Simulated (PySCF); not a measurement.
C3H5FSe.
Geometry (GFN2-xTB, Å), atoms numbered from 1 in this order:
```xyz
10
C3H5FSe angstrom
C      1.290    0.030    0.044
C     -0.070    0.571   -0.176
Se    -0.399    2.228   -0.687
C     -1.214   -0.363    0.055
F     -0.805   -1.610    0.444
H      2.049    0.783   -0.148
H      1.382   -0.334    1.069
H      1.455   -0.832   -0.605
H     -1.875    0.020    0.843
H     -1.805   -0.488   -0.861
```

Vertical excitations from PySCF (density fitting, frozen core in the response, grid level 2 and gas phase unless stated; continuum runs use non-equilibrium linear response for the excitations) on a GFN2-xTB geometry. Reference run:

| settings | S1, eV (f) | S2, eV (f) | S3, eV (f) | S4, eV (f) | S5, eV (f) | S6, eV (f) | T1, eV (Tamm–Dancoff) | mean α (au) |
| --- | --- | --- | --- | --- | --- | --- | --- | --- |
| PBE0/def2-SVPD, full TDDFT, 6 singlets | 2.22 (0.000) | 4.87 (0.194) | 5.66 (0.052) | 5.83 (0.001) | 6.02 (0.058) | 6.76 (0.074) | 1.80 | 68.5 |

Q: What do these settings give: mPW1PW91/def2-SVPD, start guess huckel, full TDDFT, 12 singlets?

A: 
```csv
settings,"S1, eV (f)","S2, eV (f)","S3, eV (f)","S4, eV (f)","S5, eV (f)","S6, eV (f)","T1, eV (Tamm–Dancoff)",mean α (au)
"mPW1PW91/def2-SVPD, start guess huckel, full TDDFT, 12 singlets",2.23 (0.000),4.87 (0.195),5.65 (0.046),5.83 (0.001),5.97 (0.060),6.73 (0.000),–,68.2
```

S1 moves by +0.01 eV (mPW1PW91 has 25 % exact exchange, PBE0 25 % exact exchange). States are counted by energy in each run and needn't keep their character from row to row.

Q: Give the leading configurations of S1 (H = HOMO, L = LUMO) and the HOMO–LUMO gap of each run.

A: 
| settings | S1 configurations (weight) | S1 (eV) | orbital gap (eV) | S1 − gap (eV) |
| --- | --- | --- | --- | --- |
| PBE0/def2-SVPD, full TDDFT, 6 singlets | H→L 1.00 | 2.22 | 3.86 | -1.64 |
| mPW1PW91/def2-SVPD, start guess huckel, full TDDFT, 12 singlets | H→L 1.00 | 2.23 | 3.86 | -1.63 |

 The PBE0/def2-SVPD calculation is non-relativistic and has no spin–orbit coupling, an omission that weighs most on selenium.

One conformer stands for the species.
